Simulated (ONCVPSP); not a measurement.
## Before and after: ONCV potential for tantalum

ONCVPSP 4.0.1 input, shortened (lines: element, Z, core and valence counts, functional; n l f; lmax; l rc ep ncon nbas qcut; lloc lpopt rc5 dvloc0; l nproj debl; icmod fcfact rcfact), PBE, scalar-relativistic:

```
  Ta 73.00   12    2        4      upf
    1    0    2.00
    2    0    2.00
    2    1    6.00
    3    0    2.00
    3    1    6.00
    3    2   10.00
    4    0    2.00
    4    1    6.00
    4    2   10.00
    4    3   14.00
    5    0    2.00
    5    1    6.00
    5    2    3.00
    6    0    2.00
    2
    0    2.90    0.00    4    8    2.40
    1    2.65    0.23    4    7    2.60
    2    2.30    0.00    3    7    8.00
    4    3    1.65    4.00
    0    2    1.80
    1    1    2.40
    2    3    3.90
    3    4.00    1.60
```

In the p channel the program set the typed energies aside and used 0.050 Ha.

All-electron outer shells of the reference configuration (PBE, scalar-relativistic, ld1.x):

```csv
shell,level (eV),outermost node (bohr),outermost maximum (bohr)
4f,-24.70,–,0.44
6s,-5.44,1.32,2.78
5d,-3.59,0.65,1.58
```

Change: core correction Teter function, fcfact 4, rcfact 1.46.

Cutoffs: the cutoffs (Ha) at which the residual kinetic energy of the hardest occupied pseudo-wave falls to 1 and 0.1 mHa per electron; they do not see the model core or the augmentation charge, which bear on the density cutoff. Errors are all-electron minus pseudo energies relative to the spin-unpolarised reference configuration.

What does the change do?

The potential gets neither clearly harder nor softer (13 Ha and 16 Ha → 13 Ha and 16 Ha); of the 4 tests that both files solve, the error grows in 0 and shrinks in 4 by more than 15 % and 0.3 meV (median size 207.9 → 108.4 meV); neither file shows a bound ghost. A model core, the more so a compact one, raises the density cutoff, which this test does not measure.

```csv
quantity,base,changed
"cutoff, loose",13 Ha,13 Ha
"cutoff, tight",16 Ha,16 Ha
bound ghosts,none,none
GHOST(+) flags under 300 eV,s at 56.0 eV,s at 56.0 eV
"error for 5d3 6s1, meV [ΔE 8.47 eV]",-66,-32
"error for 5d3 6s0, meV [ΔE 23.44 eV]",-340,-173
"error for 5d2 6s0, meV [ΔE 47.04 eV]",-710,-411
"error for 5d3 6s0 6p2, meV [ΔE 8.60 eV]",-76,-44
s: phases at 2.94 bohr within 0.05 rad from the reference energy up to (Ha; the scan ends near 5),1.9,1.9
p: phases at 2.69 bohr within 0.05 rad from the reference energy up to (Ha; the scan ends near 5),0.2,0.2
d: phases at 2.34 bohr within 0.05 rad from the reference energy up to (Ha; the scan ends near 5),to the end of the scan,to the end of the scan
"rms error of d²Exc/dni dnj with the model core, mHa",2.86,2.52
```
